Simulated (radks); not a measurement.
All-electron atom: the tantalum ion Ta53+ in [Ar] 3d2 (the NIST ground configuration).

All-electron calculation, Dirac Kohn-Sham, exchange-only LDA, spin-unpolarised, spherical densities, point nucleus; open shells fill j = l - 1/2 first. Program: a radial shooting solver on a logarithmic mesh with Libxc functionals.

Energy parts (eV):
part                  energy
total             -351842.53
kinetic            402858.80
electron-nucleus  -795856.38
Hartree             45907.79
exchange            -4752.74

Orbitals (lengths in bohr, moments of r in powers of bohr; r(max) is where P^2 peaks; r(90%) holds 90 % of the orbital's charge):
\begin{tabular}{lrrrrrrr}
orbital & occ. & eigenvalue (eV) & <1/r> & r(max) & <r> & r(90%) & small-component weight \\ \hline
1s1/2 & 2 & -70832.27 & 85.41 & 0.01168 & 0.01867 & 0.0340 & 7.55e-02 \\
2s1/2 & 2 & -15064.58 & 20.89 & 0.06688 & 0.07782 & 0.121 & 1.73e-02 \\
2p1/2 & 2 & -14586.02 & 20.82 & 0.04977 & 0.06442 & 0.107 & 1.73e-02 \\
2p3/2 & 4 & -13300.29 & 17.61 & 0.05643 & 0.07208 & 0.117 & 1.57e-02 \\
3s1/2 & 2 & -5732.703 & 8.192 & 0.1822 & 0.1926 & 0.281 & 6.44e-03 \\
3p1/2 & 2 & -5545.645 & 8.115 & 0.1697 & 0.1815 & 0.271 & 6.38e-03 \\
3p3/2 & 4 & -5223.874 & 7.263 & 0.1820 & 0.1935 & 0.287 & 5.96e-03 \\
3d3/2 & 2 & -4949.953 & 7.137 & 0.1401 & 0.1666 & 0.255 & 5.78e-03 \\
3d5/2 & 0 & -4875.434 & 6.935 & 0.1435 & 0.1703 & 0.260 & 5.67e-03 \\
\end{tabular}

The highest occupied level is 3d3/2 at -4950.0 eV. For comparison, the ionisation energy in NIST's Atomic Spectra Database is 5024 eV (theoretical). In exact Kohn-Sham theory the highest level is minus the ionisation energy, but local and semilocal functionals leave it too shallow, through self-interaction and a potential that decays too fast; potentials with the right tail come closer.

Beside tabulated values, note that spin-unpolarised runs miss the spin-polarisation part of the exchange energy of open shells.
